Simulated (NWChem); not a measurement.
System: C₃H₇FSi; SMILES C([SiH2]F)(=C)C

Input file for NWChem:

```
start job
memory heap 200 mb stack 900 mb global 1100 mb
geometry units angstroms noautosym nocenter noautoz
  C      0.897424     1.770726    -0.420186
  C     -0.005209     0.865482    -0.013305
  C     -1.442477     1.212680     0.252205
  Si     0.562008    -0.893275     0.247289
  F     -0.326836    -1.893206    -0.687085
  H      0.629567     2.824567    -0.568705
  H      1.939349     1.502581    -0.623753
  H     -1.718485     0.996274     1.298184
  H     -2.114460     0.607340    -0.378359
  H     -1.650251     2.275717     0.055598
  H      0.340809    -1.337145     1.655126
  H      1.993524    -1.034581    -0.139813
end
basis spherical
  * library def2-svp
end
dft
  xc xpbe96 cpbe96
  iterations 150
end
cosmo
  do_cosmo_smd true
  solvent propnol2
end
task dft energy
```

NWChem printed, in part:

```
             Northwest Computational Chemistry Package (NWChem) 7.3.0
             --------------------------------------------------------

                             Geometry "geometry" -> ""
                             -------------------------

 Output coordinates in angstroms (scale by  1.889725989 to convert to a.u.)

  No.       Tag          Charge          X              Y              Z
 ---- ---------------- ---------- -------------- -------------- --------------
    1 C                    6.0000     0.89742400     1.77072600    -0.42018600
    2 C                    6.0000    -0.00520900     0.86548200    -0.01330500
    3 C                    6.0000    -1.44247700     1.21268000     0.25220500
    4 Si                  14.0000     0.56200800    -0.89327500     0.24728900
    5 F                    9.0000    -0.32683600    -1.89320600    -0.68708500
    6 H                    1.0000     0.62956700     2.82456700    -0.56870500
    7 H                    1.0000     1.93934900     1.50258100    -0.62375300
    8 H                    1.0000    -1.71848500     0.99627400     1.29818400
    9 H                    1.0000    -2.11446000     0.60734000    -0.37835900
   10 H                    1.0000    -1.65025100     2.27571700     0.05559800
   11 H                    1.0000     0.34080900    -1.33714500     1.65512600
   12 H                    1.0000     1.99352400    -1.03458100    -0.13981300

 Effective nuclear repulsion energy (a.u.)     223.7314862948

  pbe96 is a nonlocal functional; adding pw91lda local functional.

                                 NWChem DFT Module
                                 -----------------

 Summary of "ao basis" -> "ao basis" (spherical)
 ------------------------------------------------------------------------------
       Tag                 Description            Shells   Functions and Types
 ---------------- ------------------------------  ------  ---------------------
 C                          def2-svp                 6       14   3s2p1d
 Si                         def2-svp                 8       18   4s3p1d
 F                          def2-svp                 6       14   3s2p1d
 H                          def2-svp                 3        5   2s1p

 in cosmo_initialize ...
 calling solv_data for solv:propnol2

 solvent parameters
 solvname_short: propnol2
 solvname_long:  2-propanol
 dielec:       19.2640
 dielecinf:     1.8978
 nonaqueous SMD model solvent descriptors
 dielec:       19.2640
 sola:          0.3300
 solb:          0.5600
 solc:          0.0000
 solg:         30.1300
 solh:          0.0000
 soln:          1.3776

          ---------------
          -cosmo- solvent
          ---------------
 Cosmo: York-Karplus, doi: 10.1021/jp992097l
 dielectric constant -eps-     =  19.26
 screen = (eps-1)/(eps    )    =   0.94809
 surface charge correction     = lagrangian

   van der Waals surface
 --------------------------

 ---------- ATOMIC COORDINATES (A.U.) ------------ VDWR(ANG.) --
     1    1.69588546    3.34618694   -0.79403640     1.850
     2   -0.00984358    1.63552383   -0.02514280     1.850
     3   -2.72588627    2.29163291    0.47659834     1.850
     4    1.06204112   -1.68804498    0.46730845     2.470
     5   -0.61763048   -3.57764058   -1.29840238     1.730
     6    1.18970912    5.33765767   -1.07469662     1.200
     7    3.66483821    2.83946637   -1.17872225     1.200
     8   -3.24746577    1.88268487    2.45321204     1.200
     9   -3.99575001    1.14770618   -0.71499484     1.200
    10   -3.11852220    4.30048156    0.10506499     1.200
    11    0.64403562   -2.52683766    3.12773462     1.200
    12    3.76721411   -1.95507460   -0.26420826     1.200
 number of segments per atom =        128
 number of   points per atom =        128
 atom (   nspa,  nppa )
 ----------------------
    1 (     55,     0 )       0
    2 (     16,     0 )       0
    3 (     49,     0 )       0
    4 (     81,     0 )       0
    5 (     64,     0 )       0
    6 (     52,     0 )       0
    7 (     50,     0 )       0
    8 (     53,     0 )       0
    9 (     57,     0 )       0
   10 (     52,     0 )       0
   11 (     30,     0 )       0
   12 (     31,     0 )       0
 number of -cosmo- surface points =      590
 molecular surface =    134.419 angstrom**2
 molecular volume  =    108.680 angstrom**3
 -lineq- algorithm             =   0
 -bem- low  level              =   3
 -bem- from -octahedral-
 gaussian surface charge width =   4.50000
 degree of switching           =   1.00000
 switching function tolerance  =   0.00010
 atomic radii =
 --------------
    1  6.000  1.850
    2  6.000  1.850
    3  6.000  1.850
    4 14.000  2.470
    5  9.000  1.730
    6  1.000  1.200
    7  1.000  1.200
    8  1.000  1.200
    9  1.000  1.200
   10  1.000  1.200
   11  1.000  1.200
   12  1.000  1.200
 ...... end of -cosmo- initialization ......

 nat:                    12
 ixmem:                  7844
 calling mnsol_interface()
 G(SMD-CDS) energy (kcal/mol)  =     0.451
 SMD-CDS SASA (angstrom**2)    =   158.194

            General Information
            -------------------
          SCF calculation type: DFT
          Wavefunction type:  closed shell.
          No. of atoms     :    12
          No. of electrons :    48
           Alpha electrons :    24
            Beta electrons :    24
          Charge           :     0
          Spin multiplicity:     1
          Use of symmetry is: off; symmetry adaption is: off
          Maximum number of iterations: 150
          AO basis - number of functions:   109
                     number of shells:    53
          Convergence on energy requested:  1.00D-06
          Convergence on density requested:  1.00D-05
          Convergence on gradient requested:  5.00D-04

              XC Information
              --------------
          PerdewBurkeErnzerhof Exchange Functional  1.000
            Perdew 1991 LDA Correlation Functional  1.000 local
           PerdewBurkeErnz. Correlation Functional  1.000 non-local

             Grid Information
             ----------------
          Grid used for XC integration:  medium
          Radial quadrature: Mura-Knowles
          Angular quadrature: Lebedev.
          Tag              B.-S. Rad. Rad. Pts. Rad. Cut. Ang. Pts.
          ---              ---------- --------- --------- ---------
          C                   0.70       49          11.0       434
          Si                  1.10       88          11.0       590
          F                   0.50       49          12.0       434
          H                   0.35       45          12.0       434
          Grid pruning is: on
          Number of quadrature shells:   599
          Spatial weights used:  Erf1

      Superposition of Atomic Density Guess
      -------------------------------------

 Sum of atomic energies:        -504.40044035

      Non-variational initial energy
      ------------------------------

 Total energy =    -506.839454
 1-e energy   =   -1138.635684
 2-e energy   =     408.064744
 HOMO         =      -0.321642
 LUMO         =      -0.016825

   convergence    iter        energy       DeltaE   RMS-Dens  Diis-err
 ---------------- ----- ----------------- --------- --------- ---------
     COSMO gas phase
 d= 0,ls=0.0,diis     1   -507.1551505864 -7.31D+02  1.53D-02  6.36D-01
 d= 0,ls=0.0,diis     2   -507.0521084676  1.03D-01  9.66D-03  1.96D+00
 d= 0,ls=0.0,diis     3   -507.2221059729 -1.70D-01  1.80D-03  5.57D-02
 d= 0,ls=0.0,diis     4   -507.2260820868 -3.98D-03  7.70D-04  6.13D-03
 d= 0,ls=0.0,diis     5   -507.2266613158 -5.79D-04  3.36D-04  1.79D-03
  Resetting Diis
 d= 0,ls=0.0,diis     6   -507.2268664864 -2.05D-04  1.34D-04  2.63D-04
 d= 0,ls=0.0,diis     7   -507.2269049091 -3.84D-05  8.19D-05  1.59D-05
 d= 0,ls=0.0,diis     8   -507.2268982744  6.63D-06  5.59D-05  6.12D-05
 d= 0,ls=0.0,diis     9   -507.2269068607 -8.59D-06  1.20D-05  2.84D-06
 d= 0,ls=0.0,diis    10   -507.2269072568 -3.96D-07  1.85D-06  5.60D-08

   convergence    iter        energy       DeltaE   RMS-Dens  Diis-err
 ---------------- ----- ----------------- --------- --------- ---------
     COSMO solvation phase
 d= 0,ls=0.0,diis     1   -507.2296795495 -2.77D-03  1.02D-03  1.13D-03
 d= 0,ls=0.0,diis     2   -507.2299244306 -2.45D-04  2.86D-04  1.16D-03
 d= 0,ls=0.0,diis     3   -507.2300219375 -9.75D-05  7.70D-05  2.28D-04
 d= 0,ls=0.0,diis     4   -507.2300385239 -1.66D-05  3.04D-05  1.08D-05
 d= 0,ls=0.0,diis     5   -507.2300396827 -1.16D-06  1.02D-05  1.50D-06
 d= 0,ls=0.0,diis     6   -507.2300398673 -1.85D-07  4.27D-06  2.47D-07

         Total DFT energy =     -507.230039867327
      One electron energy =    -1143.226464278939
           Coulomb energy =      461.962655612769
    Exchange-Corr. energy =      -49.814742610854
 Nuclear repulsion energy =      223.731486294827

             COSMO energy =        0.117025114870

 Numeric. integr. density =       48.000005364480

                                COSMO-SMD solvation results
                                ---------------------------

             internal energy in gas <Psi(g)|H|Psi(g)> =      -507.226907256829
         internal energy in solvent <Psi(s)|H|Psi(s)> =      -507.226489934817
                               delta internal energy  =         0.000417322012 (    0.26 kcal/mol)
   total free energy in solvent <Psi(s)|H+V/2|Psi(s)> =      -507.230759079166
 polarization energy contribution <Psi(s)|V/2|Psi(s)> =        -0.004269144348 (   -2.68 kcal/mol)
    total free energy in solvent including G(SMD-CDS) =      -507.230039867327
                       G(SMD-CDS) energy contribution =         0.000719211838 (    0.45 kcal/mol)
     1 M fixed-concentration free energy of solvation =        -0.003132610498 (   -1.97 kcal/mol)

                       DFT Final Molecular Orbital Analysis
                       ------------------------------------

 Vector   22  Occ=2.000000D+00  E=-2.919540D-01
              MO Center=  7.3D-01, -1.1D+00,  3.2D-01, r^2= 3.0D+00
   Bfn.  Coefficient  Atom+Function         Bfn.  Coefficient  Atom+Function
  ----- ------------  ---------------      ----- ------------  ---------------
   105      0.319700  12 H  s               100     -0.289629  11 H  s
   106      0.238997  12 H  s                66     -0.230818   5 F  pz
    64      0.217536   5 F  px              101     -0.206787  11 H  s
    52     -0.180070   4 Si pz               50      0.174287   4 Si px
    69      0.164404   5 F  pz               67     -0.154670   5 F  px

 Vector   23  Occ=2.000000D+00  E=-2.668046D-01
              MO Center=  1.3D-01,  4.3D-01,  4.4D-02, r^2= 3.8D+00
   Bfn.  Coefficient  Atom+Function         Bfn.  Coefficient  Atom+Function
  ----- ------------  ---------------      ----- ------------  ---------------
    19      0.344880   2 C  py               51     -0.224334   4 Si py
    65     -0.188434   5 F  py               75     -0.186136   6 H  s
     5     -0.174081   1 C  py               17     -0.161503   2 C  s
    22      0.160493   2 C  py               95     -0.157889  10 H  s
   100      0.156571  11 H  s                32      0.150574   3 C  px

 Vector   24  Occ=2.000000D+00  E=-2.429201D-01
              MO Center=  2.2D-01,  1.2D+00, -1.2D-01, r^2= 2.5D+00
   Bfn.  Coefficient  Atom+Function         Bfn.  Coefficient  Atom+Function
  ----- ------------  ---------------      ----- ------------  ---------------
     6      0.380209   1 C  pz               20      0.345596   2 C  pz
     9      0.264758   1 C  pz               23      0.219478   2 C  pz
    85     -0.147336   8 H  s                90      0.145229   9 H  s
    34     -0.140921   3 C  pz               86     -0.099043   8 H  s
   101     -0.096850  11 H  s                 4      0.094343   1 C  px

 Vector   25  Occ=0.000000D+00  E=-5.231872D-02
              MO Center=  4.9D-01,  8.5D-01, -1.1D-01, r^2= 3.2D+00
   Bfn.  Coefficient  Atom+Function         Bfn.  Coefficient  Atom+Function
  ----- ------------  ---------------      ----- ------------  ---------------
     9      0.509316   1 C  pz               23     -0.428819   2 C  pz
     6      0.405377   1 C  pz               20     -0.325913   2 C  pz
    55     -0.279736   4 Si pz               54     -0.257192   4 Si py
   101      0.190253  11 H  s                63     -0.173106   5 F  s
    22     -0.139355   2 C  py                7      0.125663   1 C  px

 Vector   26  Occ=0.000000D+00  E= 1.409966D-02
              MO Center=  3.7D-01, -4.7D-01,  2.6D-01, r^2= 4.3D+00
   Bfn.  Coefficient  Atom+Function         Bfn.  Coefficient  Atom+Function
  ----- ------------  ---------------      ----- ------------  ---------------
    54      0.692944   4 Si py               53      0.634038   4 Si px
    63      0.415556   5 F  s                55      0.394788   4 Si pz
    23     -0.388115   2 C  pz              106     -0.377635  12 H  s
    91     -0.317770   9 H  s                31      0.294248   3 C  s
    20     -0.253659   2 C  pz               96     -0.253049  10 H  s

 Vector   27  Occ=0.000000D+00  E= 3.483107D-02
              MO Center=  4.1D-01, -3.9D-01,  3.3D-01, r^2= 6.1D+00
   Bfn.  Coefficient  Atom+Function         Bfn.  Coefficient  Atom+Function
  ----- ------------  ---------------      ----- ------------  ---------------
    31      0.954548   3 C  s                54     -0.891630   4 Si py
    17      0.829241   2 C  s                53      0.734803   4 Si px
   106     -0.680336  12 H  s                86     -0.617202   8 H  s
    81     -0.574081   7 H  s               101     -0.462704  11 H  s
     3      0.390816   1 C  s                96     -0.363177  10 H  s

     Multipole analysis of the density
     ---------------------------------

     L   x y z        total         alpha         beta         nuclear
     -   - - -        -----         -----         ----         -------
     0   0 0 0     -0.000000    -24.000000    -24.000000     48.000000

     1   1 0 0      0.065016     -0.954939     -0.954939      1.974894
     1   0 1 0      0.736409      0.950829      0.950829     -1.165249
     1   0 0 1      0.282446      2.513922      2.513922     -4.745399

     2   2 0 0    -26.929004    -86.841548    -86.841548    146.754091
     2   1 1 0     -0.831690     12.127920     12.127920    -25.087530
     2   1 0 1     -0.690652      5.516765      5.516765    -11.724182
     2   0 2 0    -29.055739   -184.500733   -184.500733    339.945728
     2   0 1 1     -1.301195     -5.104336     -5.104336      8.907477
     2   0 0 2    -29.371149    -35.844047    -35.844047     42.316945
```

Level: PBE/def2-SVP, SMD on the gas-phase geometry. Geometry: optimised at PBE0/def2-SVP. No frequency run checked for a minimum. Solvent: 2-propanol.
